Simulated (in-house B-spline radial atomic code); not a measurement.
Computed with a B-spline radial atomic code. Model: two electrons, singlet ground state, non-relativistic, full CI in B-splines with partial waves to l = 8 (at full coupling up to 3e-4 hartree above the limit, correlation up to 0.6 % small), density held at that of full coupling by Lieb maximisation.

Along the adiabatic connection the electron repulsion is scaled by a coupling λ while a local potential keeps the density fixed. At λ = 0 the system is the Kohn-Sham one and W equals the exchange energy; the exchange-correlation energy is the area under W between 0 and 1. The kinetic energy rises with λ as the electrons avoid each other, with dT/dλ = −λ dW/dλ.

Command:
```bash
python run_ac.py task.json out
```
Settings (lengths in bohr, energies in hartree):
```
potential              coulomb
strength               0.569
lmax                   8
wall_radius            6.75
```

Cost of the run: 2.4 s on 1 thread of Intel(R) Xeon(R) Processor @ 2.30GHz, on a shared host.

**W = mean repulsion less Hartree energy, and W of three functionals.**

Given: confinement point charge; nuclear charge 0.569; hard wall radius 6.75 bohr; external potential -Z/r.

Computed: LDA exchange minus exact 44.069 millihartree; PBE exchange minus exact 11.343 millihartree.

| coupling | W xc (hartree) | W xc minus exchange (millihartree) | kinetic minus Kohn-Sham (millihartree) | LDA (PW92) W minus its exchange (millihartree) | PBE W minus its exchange (millihartree) | SCAN W minus its exchange (millihartree) |
| --- | --- | --- | --- | --- | --- | --- |
| 0 | -0.30789 | 0 | 0 | 0 | 0 | 0 |
| 0.02 | -0.30978 | -1.897 | 0.02 | -9.19 | -2.41 | -1.87 |
| 0.05 | -0.31252 | -4.631 | 0.11 | -17.85 | -5.95 | -4.51 |
| 0.12 | ? | ? | ? | ? | ? | ? |
| 0.25 | -0.32788 | -19.991 | 2.34 | -50.04 | -25.62 | -19.22 |
| 0.4 | ? | ? | ? | ? | ? | ? |
| 0.6 | -0.34647 | -38.588 | 10.01 | -79.29 | -48.84 | -37.52 |
| 0.8 | -0.35413 | -46.249 | 15.34 | -90.4 | -58.42 | -45.35 |
| 1 | -0.36039 | -52.502 | 20.95 | -99.33 | -66.32 | -51.89 |
| 1.4 | -0.37 | -62.116 | 32.38 | -113.02 | -78.71 | -62.18 |
| 2 | -0.37997 | -72.086 | 49.13 | -127.46 | -92.06 | -73.09 |
| 3 | -0.39047 | -82.581 | 74.92 | -143.27 | -106.9 | -84.63 |
| 4.5 | -0.39971 | -91.825 | 108.95 | -158.04 | -120.92 | -94.45 |
| 7 | -0.40826 | -100.37 | 156.97 | -172.64 | -134.89 | -102.75 |
| 10 | -0.41406 | -106.17 | 205.53 | -183.21 | -145.06 | -107.68 |

(1) What belongs in the row 0.12?

(2) What belongs in the row 0.4?

(3) What is the SCAN exchange minus exact?

**Energy parts, natural occupations and partial-wave weights.**

Computed: total energy 0.0032 hartree; exchange energy -0.30789 hartree; kinetic part of the DFT correlation energy 0.02095 hartree; kinetic part over minus potential part 0.39904; Hartree energy 0.61577 hartree; Kohn-Sham kinetic 0.2626 hartree; Lieb Oxford ratio E_xc over LDA exchange 1.2866.

| natural | occupation of the shell (electrons) |
| --- | --- |
| s | 1.9033 |
| p | ? |
| s | 0.016178 |
| d | 0.0012025 |
| p | 0.00048972 |
| f | 0.00012698 |

(4) What belongs in the row p?

```json
{"wave": "s", "weight": "0.95977"}
{"wave": "p", "weight": "0.0395"}
{"wave": "d", "weight": "?"}
{"wave": "f", "weight": "7.1079e-05"}
{"wave": "g", "weight": "1.5133e-05"}
```

(5) What belongs in the row d?

(6) What is the initial slope twice GL2?

(7) What is the correlation energy?

Answers

(1) W xc (hartree): -0.31842; W xc minus exchange (millihartree): -10.535; kinetic minus Kohn-Sham (millihartree): 0.61; LDA (PW92) W minus its exchange (millihartree): -32.06; PBE W minus its exchange (millihartree): -13.58; SCAN W minus its exchange (millihartree): -10.16.

(2) W xc (hartree): -0.33686; W xc minus exchange (millihartree): -28.975; kinetic minus Kohn-Sham (millihartree): 5.24; LDA (PW92) W minus its exchange (millihartree): -64.76; PBE W minus its exchange (millihartree): -36.87; SCAN W minus its exchange (millihartree): -27.95.

(3) 0.16909 millihartree.

(4) occupation of the shell (electrons): 0.078486.

(5) weight: 0.00063416.

(6) -0.096314 hartree.

(7) -0.031551 hartree.

Half-way to full coupling W has made 64 % of its drop, against 50 % for a straight line, and second-order (GL2) theory, half the initial slope, overshoots the correlation energy by about 53 %: a marked bend. Over couplings 0 to 1 the errors in E_xc come to about +9.0 millihartree for LDA, +2.9 millihartree for PBE, +1.0 millihartree for SCAN, so SCAN is nearest. In LDA and PBE the errors of exchange and correlation have opposite signs, so the sum is smaller than the larger of the two.
